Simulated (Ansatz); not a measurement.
Reaction (substitution at a C–O bond): `C#CO[SiH2]F` + `N[SiH3]` → `C#CN[SiH3]` + `O[SiH2]F`

Program: Ansatz. Geometries: PBE0-D4/def2-TZVP. ΔE: electronic, gas phase. CBS: MP2 limit from def2 TZ/QZ plus the TZ coupled-cluster correction, frozen cores. This one scheme is used for every species. DFT in def2-TZVPP. B3LYP here is the variant with VWN-RPA as its local correlation; programs differ in this. Each species was taken in one conformer, which may not be the lowest.

`C#CO[SiH2]F`:

```xyz
8

C     1.798    0.396    1.363
C     1.185    0.151    0.363
O     0.535   -0.114   -0.724
Si   -1.128   -0.225   -0.741
F    -1.475   -0.557   -2.249
H     2.354    0.613    2.242
H    -1.713    1.078   -0.375
H    -1.556   -1.342    0.121
```

`N[SiH3]`:

Z-matrix (Å, degrees):
```
Si
N 1 1.720
H 1 1.486 2 107.9
H 1 1.494 2 116.0 3 -120.3
H 1 1.486 2 107.9 3 119.4
H 2 1.007 1 119.6 3 -168.6
H 2 1.007 1 119.6 3 49.2
```

`C#CN[SiH3]`:

```xyz
9

C     0.721    2.251    0.033
C     0.149    1.239   -0.276
N    -0.457    0.085   -0.576
Si   -0.180   -1.396    0.297
H     1.220    3.151    0.298
H    -1.103    0.113   -1.349
H    -1.041   -2.403   -0.370
H     1.248   -1.793    0.219
H    -0.558   -1.248    1.724
```

`O[SiH2]F`:

Cartesian coordinates in Å:
```
O 1.052 0.716 -0.043
Si -0.345 -0.099 0.163
F -0.070 -1.655 0.386
H 1.540 0.605 -0.860
H -0.963 0.440 1.388
H -1.213 -0.006 -1.034
```

| level | ΔE (kcal/mol) |
| --- | --- |
| PBE | -12.7 |
| BLYP | -12.3 |
| PBE0 | -13.0 |
| B3LYP | -12.6 |
| RPA@PBE/def2-TZVPP | -11.8 |
| HF/def2-SVP | -12.9 |
| MP2/def2-TZVPP | -13.6 |
| MP2/CBS(def2) | -14.0 |

Problem. What does CCSD(T)/CBS give? (Best estimate.)

Solution. Ansatz gave: -13.1 kcal/mol. The listed levels differ from it by 0.4, 0.8, 0.1, 0.5, 1.3, 0.2, -0.5, -0.9 kcal/mol.

Problem. What do rigid-rotor, harmonic-oscillator terms from PBE0-D4/def2-TZVP frequencies (298.15 K, 1 bar) make of the CCSD(T)/CBS value? (An estimate is asked.)

Solution. The calculation gave: ΔZPE = +0.1 kcal/mol, ΔH = -13.1 kcal/mol, ΔS = -2 J/(mol·K), ΔG = -12.9 kcal/mol. Modes under 50 cm⁻¹ make the entropy rough.

Largest T1 diagnostic among the species: 0.013.

Leaving LDA and LC-ωPBE aside and taking each functional with its dispersion term where it has one, the values, not all of them listed here, spread over 1.2 kcal/mol, from PBE-QIDH to B97M-V.
